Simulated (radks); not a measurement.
Pd2+, configuration [Kr] 4d8.

All-electron calculation, scalar-relativistic Kohn-Sham, r2SCAN, spin-polarised, spherical densities, finite nucleus; open shells are filled with parallel spins first (spin-orbit coupling, left out, can overturn this in heavy ions); meta-GGA in the generalised Kohn-Sham scheme; Fermi nuclear charge, rms radius 4.5318 fm; hard spherical wall at 6 bohr. Program: a radial shooting solver on a logarithmic mesh with Libxc functionals.

Energy parts (eV):
| part | energy |
|---|---|
| total | -137293.106 |
| kinetic | 142411.212 |
| electron-nucleus | -330669.053 |
| Hartree | 54874.048 |
| exchange-correlation | -3909.313 |

Orbitals (lengths in bohr, moments of r in powers of bohr; <r^-3> diverges for s and p1/2):
orbital,occ.,eigenvalue (eV),<r^-3>
1s down,1,-24239.58,-
1s up,1,-24239.57,-
2s up,1,-3574.696,-
2s down,1,-3574.174,-
2p up,3,-3204.667,3504
2p down,3,-3204.284,3505
3s up,1,-671.0443,-
3s down,1,-670.9194,-
3p up,3,-548.4398,620.6
3p down,3,-548.2583,620.1
3d up,5,-354.2709,84.06
3d down,5,-353.8794,84.00
4s up,1,-113.8119,-
4s down,1,-111.9027,-
4p up,3,-78.6381,98.37
4p down,3,-76.6333,99.07
4d up,5,-28.3378,8.217
4d down,3,-26.3841,8.135
5s up,0,-19.7957,-
5s down,0,-18.9326,-
5p up,0,-12.9958,10.75
5p down,0,-12.4792,9.915
4f up,0,0.8323,0.06663
4f down,0,1.1116,0.05894

The highest occupied level is 4d down at -26.384 eV. Summed over all electrons, <r^2> = 30.15 bohr^2, which gives a Langevin (diamagnetic) susceptibility term of -23.9 x 10^-6 cm^3/mol.
